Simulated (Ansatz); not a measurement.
Sn21AsH32⁻ was relaxed with r2SCAN-D4 (def2-SVP) in Ansatz in these states: charge -1 singlet, charge -1 triplet. The geometries follow in no particular order.

In the def2 sets Sn takes a core potential; there is no spin–orbit coupling. Single mean-field runs in def2-SVP are fitted with def2-universal-jkfit.

A:

Cartesian coordinates in Å:
```
Sn 3.9253 0.4231 3.6038
Sn 3.7785 -2.0988 -2.8575
Sn -0.7082 -3.8431 -2.1111
Sn -0.3630 -0.5313 4.7144
Sn -2.9202 -2.5962 1.7492
As 1.1696 -1.3866 0.7571
Sn 1.9581 2.2173 -0.2061
Sn 0.0098 0.7717 -2.5399
Sn -1.0999 1.5090 0.4928
Sn -4.1694 -0.9369 -2.0900
Sn -3.0047 4.2458 -2.7487
Sn 3.3207 -2.6124 -0.1405
Sn 1.8721 -1.4707 3.3021
Sn 3.3712 2.7891 2.1975
Sn -0.4742 -3.4500 0.6542
Sn 2.4056 0.1035 -3.9189
Sn -1.6520 -1.4398 -3.2138
Sn -2.4497 -2.3797 4.5010
Sn -1.0654 1.8352 3.3632
Sn -3.5542 -0.1260 0.5304
Sn -1.0587 2.8317 -4.1793
Sn -2.2874 4.0560 -0.0473
H 4.1112 0.7164 5.2990
H 5.4361 -0.2349 3.0907
H 5.4907 -1.9085 -3.0358
H 3.3920 -3.5340 -3.7367
H -1.7619 -5.1688 -2.4651
H 0.8316 -4.2814 -2.7655
H 0.0859 -0.2839 6.3712
H -4.0768 -3.8552 1.4492
H 3.0859 1.0355 -0.8330
H 2.2406 3.6046 -1.2319
H -5.1894 -2.3325 -2.1684
H -4.9750 0.2888 -3.0023
H -4.5434 3.5134 -3.0183
H -3.1540 5.8704 -3.3228
H 3.2372 -4.3091 0.1833
H 4.6446 -2.0006 0.7844
H 2.3882 -3.0641 3.7514
H 4.9123 3.5293 1.8979
H 2.5705 3.8593 3.2861
H 0.2087 -4.8208 1.4671
H 2.1399 -0.2730 -5.5940
H 3.5295 1.4153 -3.9245
H -1.7497 -1.6507 -4.9348
H -2.0185 -3.9044 5.1930
H -3.8469 -1.8516 5.3710
H -2.6188 2.3165 3.9704
H 0.0213 3.0625 3.9206
H -5.0209 0.4089 1.3116
H 0.1938 3.9335 -4.6329
H -1.7012 2.2313 -5.6700
H -1.1909 5.3623 0.2534
H -3.6766 4.4144 0.9230
```

B:

```xyz
54

Sn    4.7059   -2.7134   -0.2624
Sn   -2.1404   -4.6963    1.1199
Sn   -2.8701   -0.6058    3.5709
Sn    4.3561    1.4147    1.3764
Sn    0.5198    2.3709    3.2461
As    0.8250   -1.2529    1.2643
Sn    1.1210   -0.9344   -2.4865
Sn   -2.3630   -0.7477   -1.1810
Sn    0.7982    1.7018   -1.5301
Sn   -3.2967    2.8342    0.9318
Sn   -3.1250    2.7230   -4.0477
Sn    0.4825   -3.8380    1.6469
Sn    3.4219   -1.2211    1.7370
Sn    3.8351   -1.6824   -2.7172
Sn   -0.0667   -0.3486    3.5721
Sn   -3.3484   -3.4246   -1.0868
Sn   -3.9272    0.1045    1.0527
Sn    3.2558    2.9066    3.4680
Sn    3.4412    2.5828   -1.0221
Sn   -0.4927    2.9276    0.6754
Sn   -4.2219    0.2971   -3.1008
Sn   -0.3343    3.0055   -3.7673
H     6.4138   -2.5179   -0.0741
H     4.4114   -4.4069   -0.1570
H    -1.9824   -6.4177    0.9863
H    -2.9980   -4.4588    2.5993
H    -3.4220    0.4145    4.8578
H    -3.2765   -2.2083    4.0681
H     6.0879    1.3994    1.4696
H    -0.3885    3.3343    4.3648
H     0.4421   -2.2918   -1.6821
H     0.4429   -0.9179   -4.0806
H    -3.6429    3.8642    2.2795
H    -3.9763    3.6241   -0.4454
H    -3.7729    4.1133   -3.2513
H    -3.4153    3.0248   -5.7311
H     1.0498   -4.2737    3.2240
H     1.5862   -4.5726    0.5370
H     3.8183   -1.7776    3.3303
H     4.0451   -2.8918   -3.9349
H     4.8961   -0.3974   -3.1576
H     0.7372   -1.0906    4.9153
H    -5.0295   -3.8115   -0.8816
H    -2.8556   -4.4358   -2.4095
H    -5.6508   -0.0224    1.2481
H     3.8673    2.4174    5.0085
H     3.5924    4.5958    3.3363
H     3.5022    4.2892   -0.7445
H     4.5945    2.2784   -2.2711
H     0.0052    4.5581    0.3196
H    -4.3416   -0.6316   -4.5646
H    -5.8710    0.7150   -2.7454
H     0.4706    2.4090   -5.1778
H     0.0843    4.6835   -3.6958
```

Task: Judge from the bond lengths which geometry belongs to which state (an estimate).

Result: A is the charge -1 triplet (Sn7–Sn9 3.216 Å, Sn9–Sn20 2.949 Å, Sn9–Sn19 2.889 Å); B is the charge -1 singlet (Sn7–Sn9 2.823 Å, Sn9–Sn20 2.834 Å, Sn9–Sn19 2.832 Å).

At PBE0-D4/def2-TZVP a singlet lies 1.24 eV below the charge -1 triplet.
